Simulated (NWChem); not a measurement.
Molecule: CClCuO; SMILES [Cu]([Cl])<-[C-]#[O+]

```xyz
4

Cu     0.0000     0.0006     0.0000
Cl     0.0000    -2.0851     0.0000
O      0.0000     2.9429     0.0000
C      0.0000     1.8131     0.0000
```
Atoms are numbered in this order, from 1.

Results from NWChem. Pople sets run with spherical d functions. Geometry: optimised at PBE0/def2-SVP. B3LYP is NWChem's, with the RPA form of VWN correlation. GIAO values for the isolated, static molecule; σ is the absolute isotropic shielding, δ = σ(reference) − σ with the isolated reference molecule computed at the same levels (13C: tetramethylsilane, 17O: water).

```
level                                 σ Cu1 (ppm)  σ Cl2 (ppm)  δ O3 (ppm)  δ C4 (ppm)
------------------------------------  -----------  -----------  ----------  ----------
PBE0/pcSseg-1                               831.3       1025.9       370.9       171.5
B3LYP/6-31G*                                561.8        978.5       313.9       155.8
LDA (Slater exchange, VWN5)/pcSseg-1   (withheld)   (withheld)  (withheld)  (withheld)
BHandHLYP/pcSseg-1                         1043.1       1077.6       392.3       183.8
```

Task: Some entries are withheld; supply them.

Result: 
- LDA (Slater exchange, VWN5)/pcSseg-1, σ Cu1 (ppm): 598.6
- LDA (Slater exchange, VWN5)/pcSseg-1, σ Cl2 (ppm): 921.8
- LDA (Slater exchange, VWN5)/pcSseg-1, δ O3 (ppm): 362.2
- LDA (Slater exchange, VWN5)/pcSseg-1, δ C4 (ppm): 161.6
